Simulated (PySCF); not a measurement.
## A thermochemical cycle for SiBr

PBE0 in PySCF with def2-TZVPPD on every atom, for the lowest determinant that a PBE0 search found; no spin–orbit coupling. SiBr, a doublet (π ↑), has De = 3.93 eV to neutral atoms, and SiBr⁺, a singlet (closed shell), has De = 4.77 eV to Si⁺ + Br.

The adiabatic ionisation energy of SiBr, between the minima, is 7.38 eV.

Which ionisation energy of the Si atom does this level give?

IE(Si) = IE(molecule) + De(ion) − De(neutral) = 7.38 + 4.77 − 3.93 = 8.22 eV; the measured value is 8.152 eV (NIST ASD).

For an ion De counts to the pair picked by the measured ionisation energies or electron affinities, which need not be the lowest pair at this level. States were picked by a PBE0 search and need not be the measured ground states.
